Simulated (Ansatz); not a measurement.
Geometry optimisation, Ansatz, RKS PBE0/cc-pVDZ.

Input file:

```yaml
crystal:
  periodic: [false, false, false]
  atoms:
    - { symbol: Al, position_ang: [-0.016833, 0.452837, -0.044052] }
    - { symbol: H, position_ang: [0.010531, 0.528189, 1.514232] }
    - { symbol: Cl, position_ang: [1.762461, 0.360527, -1.185146] }
    - { symbol: Cl, position_ang: [-1.857001, 0.364553, -1.092961] }
    - { symbol: Si, position_ang: [0.131262, -2.817201, 1.238642] }
    - { symbol: H, position_ang: [-0.64048, -3.340571, 0.070632] }
    - { symbol: H, position_ang: [1.556468, -3.259933, 1.166843] }
    - { symbol: H, position_ang: [-0.499348, -3.250326, 2.523617] }
    - { symbol: H, position_ang: [0.094838, -1.331775, 1.230094] }
basis:
  gaussian: { orbitals: cc-pVDZ }
hamiltonian:
  xc: pbe0
relax:
  f_tol: 0.03
  max_steps: 50
```

Run as:

```bash
$ ansatz run input.yaml --threads 2 --pin off --max-ram 3072MiB --backend cpu --events-out ev --progress --plain --runs-dir out
```

Question: Where does it end, and by what steps?

Answer: It converged. The force dipped under the threshold on the way, but the program's further checks kept it going. After 14 steps the energy has fallen by 0.317 eV; H2 moved furthest, 0.82 Å.

| step | energy less start (eV) | largest force component (eV/Å) | accepted |
| --- | --- | --- | --- |
| 0 | 0.0000 | 0.715 | yes |
| 1 | -0.1339 | 0.377 | yes |
| 2 | -0.2021 | 0.567 | yes |
| 3 | -0.2584 | 0.237 | yes |
| 4 | -0.2740 | 0.215 | yes |
| 5 | -0.2785 | 0.052 | yes |
| 6 | -0.2872 | 0.105 | yes |
| 7 | -0.2999 | 0.176 | yes |
| 8 | -0.3049 | 0.260 | yes |
| 9 | -0.3013 | 0.242 | no |
| 10 | -0.3133 | 0.050 | yes |
| 11 | -0.3130 | 0.105 | no |
| 12 | -0.3142 | 0.014 | yes |
| 13 | -0.3159 | 0.020 | yes |
| 14 | -0.3165 | 0.024 | yes |

```xyz
9
Properties=species:S:1:pos:R:3
Al -0.035 0.295 0.151
H 0.211 1.307 1.333
Cl 1.585 -0.307 -1.106
Cl -1.999 -0.024 -0.616
Si 0.164 -2.766 1.107
H -0.278 -3.009 -0.293
H 1.600 -3.100 1.334
H -0.734 -3.419 2.106
H 0.027 -1.271 1.406
```

Whether the end is a true minimum wasn't checked by a vibrational analysis.

Run time: 100 s on 2 threads of Intel(R) Xeon(R) Processor @ 2.50GHz (Skylake/Cascade Lake) (shared host), peak memory 0.24 GiB.
